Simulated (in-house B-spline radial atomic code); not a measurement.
Inner levels of erbium as electrons are removed. A shift is the extra binding of the orbital against the neutral atom ([Xe] 4f12 6s2). Computed with a radial B-spline atomic code at the basis-set limit: non-relativistic Hartree-Fock, average of the configuration, point nuclei.

This level leaves out relativity, spin-orbit splitting included, which matters for heavy ions.

```json
{"ion": "Er27+", "configuration": "[Kr] 4d5", "shift of 1s (eV)": "930.1", "shift of 3p (eV)": "917.88", "shift of 2s (eV)": "934.52", "radius of 1s (bohr)": "0.022294", "radius of 3p (bohr)": "0.22973", "radius of 2s (bohr)": "0.09451", "Σ<r²> (bohr²)": "4.7199", "change of density at nucleus (bohr⁻³)": "171"}
{"ion": "Er28+", "configuration": "[Kr] 4d4", "shift of 1s (eV)": "991.43", "shift of 3p (eV)": "973.4", "shift of 2s (eV)": "994.9", "radius of 1s (bohr)": "0.022294", "radius of 3p (bohr)": "0.22943", "radius of 2s (bohr)": "0.094497", "Σ<r²> (bohr²)": "4.3841", "change of density at nucleus (bohr⁻³)": "207.1"}
{"ion": "Er29+", "configuration": "[Kr] 4d3", "shift of 1s (eV)": "?", "shift of 3p (eV)": "?", "shift of 2s (eV)": "?", "radius of 1s (bohr)": "?", "radius of 3p (bohr)": "?", "radius of 2s (bohr)": "?", "Σ<r²> (bohr²)": "?", "change of density at nucleus (bohr⁻³)": "?"}
{"ion": "Er30+", "configuration": "[Kr] 4d2", "shift of 1s (eV)": "1117.64", "shift of 3p (eV)": "1087.08", "shift of 2s (eV)": "1118.99", "radius of 1s (bohr)": "0.022294", "radius of 3p (bohr)": "0.22882", "radius of 2s (bohr)": "0.094469", "Σ<r²> (bohr²)": "3.746", "change of density at nucleus (bohr⁻³)": "282.53"}
{"ion": "Er31+", "configuration": "[Kr] 4d1", "shift of 1s (eV)": "1182.52", "shift of 3p (eV)": "1145.23", "shift of 2s (eV)": "1182.7", "radius of 1s (bohr)": "0.022295", "radius of 3p (bohr)": "0.22849", "radius of 2s (bohr)": "0.094454", "Σ<r²> (bohr²)": "3.4426", "change of density at nucleus (bohr⁻³)": "321.85"}
{"ion": "Er32+", "configuration": "[Ar] 3d10 4s2 4p6", "shift of 1s (eV)": "1248.59", "shift of 3p (eV)": "1204.23", "shift of 2s (eV)": "1247.51", "radius of 1s (bohr)": "0.022295", "radius of 3p (bohr)": "0.22815", "radius of 2s (bohr)": "0.094439", "Σ<r²> (bohr²)": "3.1491", "change of density at nucleus (bohr⁻³)": "362.25"}
{"ion": "Er33+", "configuration": "[Ar] 3d10 4s2 4p5", "shift of 1s (eV)": "1317.63", "shift of 3p (eV)": "1262.32", "shift of 2s (eV)": "1311.76", "radius of 1s (bohr)": "0.022294", "radius of 3p (bohr)": "0.22817", "radius of 2s (bohr)": "0.09442", "Σ<r²> (bohr²)": "2.859", "change of density at nucleus (bohr⁻³)": "406.96"}
{"ion": "Er34+", "configuration": "[Ar] 3d10 4s2 4p4", "shift of 1s (eV)": "1387.67", "shift of 3p (eV)": "1321.06", "shift of 2s (eV)": "1376.85", "radius of 1s (bohr)": "0.022293", "radius of 3p (bohr)": "0.22791", "radius of 2s (bohr)": "0.094399", "Σ<r²> (bohr²)": "2.5761", "change of density at nucleus (bohr⁻³)": "452.61"}
{"ion": "Er35+", "configuration": "[Ar] 3d10 4s2 4p3", "shift of 1s (eV)": "?", "shift of 3p (eV)": "?", "shift of 2s (eV)": "?", "radius of 1s (bohr)": "?", "radius of 3p (bohr)": "?", "radius of 2s (bohr)": "?", "Σ<r²> (bohr²)": "?", "change of density at nucleus (bohr⁻³)": "?"}
{"ion": "Er36+", "configuration": "[Ar] 3d10 4s2 4p2", "shift of 1s (eV)": "1530.76", "shift of 3p (eV)": "1440.44", "shift of 2s (eV)": "1509.5", "radius of 1s (bohr)": "0.022292", "radius of 3p (bohr)": "0.22736", "radius of 2s (bohr)": "0.094357", "Σ<r²> (bohr²)": "2.0305", "change of density at nucleus (bohr⁻³)": "546.75"}
{"ion": "Er37+", "configuration": "[Ar] 3d10 4s2 4p1", "shift of 1s (eV)": "1603.8", "shift of 3p (eV)": "1501.08", "shift of 2s (eV)": "1577.07", "radius of 1s (bohr)": "0.022292", "radius of 3p (bohr)": "0.22707", "radius of 2s (bohr)": "0.094335", "Σ<r²> (bohr²)": "1.7674", "change of density at nucleus (bohr⁻³)": "595.24"}
{"ion": "Er38+", "configuration": "[Ar] 3d10 4s2", "shift of 1s (eV)": "1677.84", "shift of 3p (eV)": "1562.35", "shift of 2s (eV)": "1645.45", "radius of 1s (bohr)": "0.022291", "radius of 3p (bohr)": "0.22678", "radius of 2s (bohr)": "0.094313", "Σ<r²> (bohr²)": "1.5105", "change of density at nucleus (bohr⁻³)": "644.67"}
{"ion": "Er39+", "configuration": "[Ar] 3d10 4s1", "shift of 1s (eV)": "1750.26", "shift of 3p (eV)": "1623.85", "shift of 2s (eV)": "1712.44", "radius of 1s (bohr)": "0.022291", "radius of 3p (bohr)": "0.22649", "radius of 2s (bohr)": "0.094308", "Σ<r²> (bohr²)": "1.2573", "change of density at nucleus (bohr⁻³)": "-106.42"}
{"ion": "Er40+", "configuration": "[Ar] 3d10", "shift of 1s (eV)": "?", "shift of 3p (eV)": "?", "shift of 2s (eV)": "?", "radius of 1s (bohr)": "?", "radius of 3p (bohr)": "?", "radius of 2s (bohr)": "?", "Σ<r²> (bohr²)": "?", "change of density at nucleus (bohr⁻³)": "?"}
{"ion": "Er41+", "configuration": "[Ar] 3d9", "shift of 1s (eV)": "1965.5", "shift of 3p (eV)": "1788.48", "shift of 2s (eV)": "1916.13", "radius of 1s (bohr)": "0.022291", "radius of 3p (bohr)": "0.22477", "radius of 2s (bohr)": "0.094223", "Σ<r²> (bohr²)": "0.94987", "change of density at nucleus (bohr⁻³)": "-783.42"}
{"ion": "Er42+", "configuration": "[Ar] 3d8", "shift of 1s (eV)": "2109.78", "shift of 3p (eV)": "1892.25", "shift of 2s (eV)": "2054.08", "radius of 1s (bohr)": "0.022291", "radius of 3p (bohr)": "0.22335", "radius of 2s (bohr)": "0.094143", "Σ<r²> (bohr²)": "0.89219", "change of density at nucleus (bohr⁻³)": "-684.97"}
{"ion": "Er43+", "configuration": "[Ar] 3d7", "shift of 1s (eV)": "2256.38", "shift of 3p (eV)": "1997.22", "shift of 2s (eV)": "2193.96", "radius of 1s (bohr)": "0.022291", "radius of 3p (bohr)": "0.22194", "radius of 2s (bohr)": "0.09406", "Σ<r²> (bohr²)": "0.83639", "change of density at nucleus (bohr⁻³)": "-584.3"}
{"ion": "Er44+", "configuration": "[Ar] 3d6", "shift of 1s (eV)": "2405.3", "shift of 3p (eV)": "2103.4", "shift of 2s (eV)": "2335.78", "radius of 1s (bohr)": "0.022291", "radius of 3p (bohr)": "0.22055", "radius of 2s (bohr)": "0.093974", "Σ<r²> (bohr²)": "0.78241", "change of density at nucleus (bohr⁻³)": "-481.43"}
{"ion": "Er45+", "configuration": "[Ar] 3d5", "shift of 1s (eV)": "2556.54", "shift of 3p (eV)": "2210.78", "shift of 2s (eV)": "2479.51", "radius of 1s (bohr)": "0.022291", "radius of 3p (bohr)": "0.21917", "radius of 2s (bohr)": "0.093886", "Σ<r²> (bohr²)": "0.73016", "change of density at nucleus (bohr⁻³)": "-376.33"}
{"ion": "Er46+", "configuration": "[Ar] 3d4", "shift of 1s (eV)": "2710.1", "shift of 3p (eV)": "2319.35", "shift of 2s (eV)": "2625.16", "radius of 1s (bohr)": "0.022291", "radius of 3p (bohr)": "0.21781", "radius of 2s (bohr)": "0.093795", "Σ<r²> (bohr²)": "0.67958", "change of density at nucleus (bohr⁻³)": "-269.01"}
{"ion": "Er47+", "configuration": "[Ar] 3d3", "shift of 1s (eV)": "2865.97", "shift of 3p (eV)": "2429.12", "shift of 2s (eV)": "2772.7", "radius of 1s (bohr)": "0.022292", "radius of 3p (bohr)": "0.21646", "radius of 2s (bohr)": "0.093701", "Σ<r²> (bohr²)": "0.63058", "change of density at nucleus (bohr⁻³)": "-159.46"}
```

Question: Fill in the row of Er29+.

Answer: shift of 1s (eV): 1053.94; shift of 3p (eV): 1029.81; shift of 2s (eV): 1056.39; radius of 1s (bohr): 0.022294; radius of 3p (bohr): 0.22913; radius of 2s (bohr): 0.094484; Σ<r²> (bohr²): 4.0597; change of density at nucleus (bohr⁻³): 244.28.

Question: Fill in the row of Er35+.

Answer: shift of 1s (eV): 1458.72; shift of 3p (eV): 1380.44; shift of 2s (eV): 1442.76; radius of 1s (bohr): 0.022293; radius of 3p (bohr): 0.22764; radius of 2s (bohr): 0.094379; Σ<r²> (bohr²): 2.2999; change of density at nucleus (bohr⁻³): 499.21.

Question: Fill in the row of Er40+.

Answer: shift of 1s (eV): 1823.56; shift of 3p (eV): 1685.93; shift of 2s (eV): 1780.15; radius of 1s (bohr): 0.02229; radius of 3p (bohr): 0.2262; radius of 2s (bohr): 0.094301; Σ<r²> (bohr²): 1.0095; change of density at nucleus (bohr⁻³): -879.66.
